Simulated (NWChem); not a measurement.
All runs are NWChem calculations. System: aminoborane (H$_{4}$BN), charge 0, spin multiplicity 1, at a geometry optimised with B3LYP/def2-SVP. Level: RHF/def2-TZVP.

Part of the output:

```
             Northwest Computational Chemistry Package (NWChem) 7.3.0
             --------------------------------------------------------

                                NWChem Input Module
                                -------------------

 Scaling coordinates for geometry "geometry" by  1.889725989
 (inverse scale =  0.529177249)

 Turning off AUTOSYM since
 SYMMETRY directive was detected!

                             Geometry "geometry" -> ""
                             -------------------------

 Output coordinates in angstroms (scale by  1.889725989 to convert to a.u.)

  No.       Tag          Charge          X              Y              Z
 ---- ---------------- ---------- -------------- -------------- --------------
    1 B                    5.0000     0.00000000     0.00000000     0.77780100
    2 N                    7.0000     0.00000000     0.00000000    -0.61187300
    3 H                    1.0000    -1.05509000     0.00000000     1.36610200
    4 H                    1.0000     1.05509000     0.00000000     1.36610200
    5 H                    1.0000     0.84709700     0.00000000    -1.16905100
    6 H                    1.0000    -0.84709700     0.00000000    -1.16905100

 Effective nuclear repulsion energy (a.u.)      32.1253324719

            Nuclear Dipole moment (a.u.)
            ----------------------------
        X                 Y               Z
 ---------------- ---------------- ----------------
     0.0000000000     0.0000000000    -0.0000075589

      Symmetry information
      --------------------

 Group name             C2v
 Group number             16
 Group order               4
 No. of unique centers     4

      Symmetry unique atoms

     1    2    3    5


 Summary of "ao basis" -> "" (spherical)
 ------------------------------------------------------------------------------
       Tag                 Description            Shells   Functions and Types
 ---------------- ------------------------------  ------  ---------------------
 *                         def2-tzvp                  on all atoms

 Summary of "ao basis" -> "ao basis" (spherical)
 ------------------------------------------------------------------------------
       Tag                 Description            Shells   Functions and Types
 ---------------- ------------------------------  ------  ---------------------
 B                         def2-tzvp                11       31   5s3p2d1f
 N                         def2-tzvp                11       31   5s3p2d1f
[...]
  ----- ------------  ---------------      ----- ------------  ---------------
     8      0.266858  1 B  pz                39     -0.217674  2 N  pz
     4      0.187412  1 B  s                 42     -0.182015  2 N  pz
    64      0.165258  3 H  s                 70      0.165258  4 H  s
    11      0.162155  1 B  pz

 Vector    7  Occ=2.000000D+00  E=-4.605954D-01  Symmetry=b1
              MO Center= -3.2D-15,  2.2D-16,  1.0D+00, r^2= 1.9D+00
   Bfn.  Coefficient  Atom+Function         Bfn.  Coefficient  Atom+Function
  ----- ------------  ---------------      ----- ------------  ---------------
     6      0.277000  1 B  px                 9      0.229636  1 B  px
    64     -0.216851  3 H  s                 70      0.216851  4 H  s

 Vector    8  Occ=2.000000D+00  E=-4.396087D-01  Symmetry=b2
              MO Center=  2.6D-15, -1.9D-16, -4.6D-01, r^2= 1.1D+00
   Bfn.  Coefficient  Atom+Function         Bfn.  Coefficient  Atom+Function
  ----- ------------  ---------------      ----- ------------  ---------------
    38      0.383077  2 N  py                41      0.370631  2 N  py
    44      0.300469  2 N  py

 Vector    9  Occ=0.000000D+00  E= 1.205002D-01  Symmetry=b2
              MO Center= -1.2D-14, -2.4D-18,  9.5D-01, r^2= 4.8D+00
   Bfn.  Coefficient  Atom+Function         Bfn.  Coefficient  Atom+Function
  ----- ------------  ---------------      ----- ------------  ---------------
    13      1.021423  1 B  py                44     -0.472023  2 N  py
     7      0.190440  1 B  py                38     -0.161736  2 N  py

 Vector   10  Occ=0.000000D+00  E= 1.254587D-01  Symmetry=a1
              MO Center=  2.0D-15,  2.8D-17, -9.3D-01, r^2= 5.9D+00
   Bfn.  Coefficient  Atom+Function         Bfn.  Coefficient  Atom+Function
  ----- ------------  ---------------      ----- ------------  ---------------
    36      2.992722  2 N  s                  5     -1.639710  1 B  s
    77     -0.800742  5 H  s                 83     -0.800742  6 H  s
    14      0.708524  1 B  pz                11      0.643517  1 B  pz
    22     -0.232087  1 B  d  0              65      0.232536  3 H  s
    71      0.232536  4 H  s                  4     -0.227095  1 B  s

 Vector   11  Occ=0.000000D+00  E= 1.623570D-01  Symmetry=b1
              MO Center=  2.7D-15,  1.4D-17, -3.2D-01, r^2= 7.9D+00
   Bfn.  Coefficient  Atom+Function         Bfn.  Coefficient  Atom+Function
  ----- ------------  ---------------      ----- ------------  ---------------
    12      2.025041  1 B  px                43     -1.250429  2 N  px
    65      1.140267  3 H  s                 71     -1.140267  4 H  s
    77      0.941363  5 H  s                 83     -0.941363  6 H  s
     9     -0.163192  1 B  px

 center of mass
 --------------
 x =   0.00000000 y =   0.00000000 z =   0.02551443

 moments of inertia (a.u.)
 ------------------
          65.757829751049           0.000000000000           0.000000000000
           0.000000000000          78.935872360650           0.000000000000
           0.000000000000           0.000000000000          13.178042609601

  Mulliken analysis of the total density
  --------------------------------------

    Atom       Charge   Shell Charges
 -----------   ------   -------------------------------------------------------
    1 B    5     4.90   0.91  1.07  0.48  0.45  0.04  0.93  0.76  0.11  0.06  0.07  0.01
    2 N    7     7.56   0.82  1.16  0.51  0.78  0.16  1.52  1.76  0.81  0.01  0.02  0.00
    3 H    1     1.02   0.26  0.53  0.23  0.01
    4 H    1     1.02   0.26  0.53  0.23  0.01
    5 H    1     0.74   0.26  0.40  0.05  0.04
    6 H    1     0.74   0.26  0.40  0.05  0.04

       Multipole analysis of the density wrt the origin
       ------------------------------------------------

     L   x y z        total         open         nuclear
     -   - - -        -----         ----         -------
     0   0 0 0     -0.000000      0.000000     16.000000

     1   1 0 0      0.000000      0.000000      0.000000
     1   0 1 0     -0.000000      0.000000      0.000000
     1   0 0 1     -0.688731      0.000000     -0.000008

     2   2 0 0     -9.874995      0.000000     13.075725
     2   1 1 0     -0.000000      0.000000      0.000000
     2   1 0 1      0.000000      0.000000      0.000000
     2   0 2 0    -11.104505      0.000000      0.000000
     2   0 1 1     -0.000000      0.000000      0.000000
     2   0 0 2     -9.910570      0.000000     43.250666

 Task  times  cpu:        1.3s     wall:        1.3s

 Total times  cpu:        1.4s     wall:        1.4s
```

Question: Write an NWChem input that would produce this output.

Answer: Several could match; the one computed here: 
```
start mol
memory heap 200 mb stack 900 mb global 1100 mb
geometry units angstroms nocenter noautoz
  B      0.000000     0.000000     0.777801
  N      0.000000     0.000000    -0.611873
  H     -1.055090     0.000000     1.366102
  H      1.055090     0.000000     1.366102
  H      0.847097     0.000000    -1.169051
  H     -0.847097     0.000000    -1.169051
  symmetry group C2v
end
basis spherical
  * library def2-tzvp
end
scf
  rhf
  nopen 0
  maxiter 100
  thresh 1e-7
  semidirect memsize 60000000 filesize 0
end
task scf energy
```
